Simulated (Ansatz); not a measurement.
System: sum formula SiNH, net charge 0, singlet state. 
Geometry from a B3LYP-D3(BJ)/def2-TZVP (Ansatz, a quantum-chemistry and plane-wave program) optimisation:
```
N
H 1 1.0000
Si 1 1.5495 2 180.00
```
Charge 0, spin multiplicity 1.

PBE beside other levels, property by property. Valence correlation only, unless marked. UHF or UKS for open shells. Spin-orbit coupling is left out. No relativistic terms. CBS marks a two-point X^-3 extrapolation of the correlation energy; Hartree-Fock from the larger set (for Q and 5 zeta extrapolated as (X+1)exp(-9√X)). Atomisation energies are electronic, to ground-state atoms; the column to compare with has the core term from cc-pwCVTZ added, other frozen-core levels have none. Vertical energies are electronic, to the SCF solution reached for that spin. The coupled-cluster column (Ansatz) is a level with limits of its own: (a) CCSD(T)/CBS(aug-cc-pV(T+d)Z,aug-cc-pV(Q+d)Z); (b) CCSD(T)/CBS(cc-pV(Q+d)Z,cc-pV(5+d)Z).

```tsv
property	PBE/def2-TZVPD (Ansatz)	r2SCAN/def2-TZVPD (Ansatz)	PBE0/def2-TZVPD (Ansatz)	CCSD(T)/aug-cc-pV(T+d)Z (Ansatz)	coupled cluster
atomisation energy (kcal/mol)	245.5	233.7	233.1	230.2	239.9 (b)
vertical ionisation energy to the doublet (eV)	10.60	10.45	10.37	10.52	10.60 (a)
```

As the rows show:
- atomisation energy: PBE lies 5.6 kcal/mol above coupled cluster.
- vertical ionisation energy to the doublet: PBE agrees within rounding with coupled cluster.
